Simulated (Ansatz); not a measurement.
```yaml
crystal:
  periodic: [false, false, false]
  atoms:
    - {symbol: C, position_ang: [-1.423434, 0.801811, 1.744143]}
    - {symbol: O, position_ang: [-0.432603, 1.008285, 0.737509]}
    - {symbol: C, position_ang: [-0.063006, -0.059477, 0.057538]}
    - {symbol: N, position_ang: [0.806589, -0.028702, -0.859828]}
    - {symbol: Ge, position_ang: [1.372545, -1.743933, -1.922041]}
    - {symbol: H, position_ang: [-1.610258, 1.776388, 2.187726]}
    - {symbol: H, position_ang: [-2.345296, 0.417110, 1.302995]}
    - {symbol: H, position_ang: [-1.055917, 0.115080, 2.509465]}
    - {symbol: H, position_ang: [-0.535056, -1.012710, 0.302847]}
    - {symbol: H, position_ang: [1.212232, 0.883158, -1.046675]}
    - {symbol: H, position_ang: [1.256147, -0.895240, -3.267356]}
    - {symbol: H, position_ang: [2.894958, -1.316969, -1.712324]}
basis:
  gaussian: {orbitals: ANO-RCC-VTZP, nuclear_model: gaussian}
total_charge: 1
magnetization: {spin_polarized: true, initial_magnetization: 1}
hamiltonian: {xc: {name: PBE1PBE}}
accuracy: high
output: {forces: true}
```

```sh
$ ansatz run in.yaml --threads 4 --pin off --events-out ev --progress --plain --max-ram 10444MiB
```

Shortened log:

```
Error: YAML parse error: error: line 20 column 19: hamiltonian.xc: no functional is named "PBE1PBE"; the names, which are not case-sensitive, are SVWN5, SPW92, PBE, PBE0, PBEsol, revPBE, revPBE0, RPBE, rPW86-PBE, HSE06, wPBEh, LC-wPBE, HISS, HF, BLYP, B3LYP, B3LYP5, BHLYP, CAM-B3LYP, r2SCAN, r2SCANh, r2SCAN0, r2SCAN50, m-r2SCAN, B97, wB97, wB97X, wB97X-V, B97M-V, wB97M-V, B2PLYP, B2GP-PLYP, PBE0-DH, PBE-QIDH
18 | total_charge: 1
19 | magnetization: {spin_polarized: true, initial_magnetization: 1}
20 | hamiltonian: {xc: {name: PBE1PBE}}
21 | accuracy: high
22 | output: {forces: true}
```

Q: Something in this input is off. What?

A: The method's name isn't one that the program takes here. The program refused the input.

HSE06 is defined as in plane-wave codes.
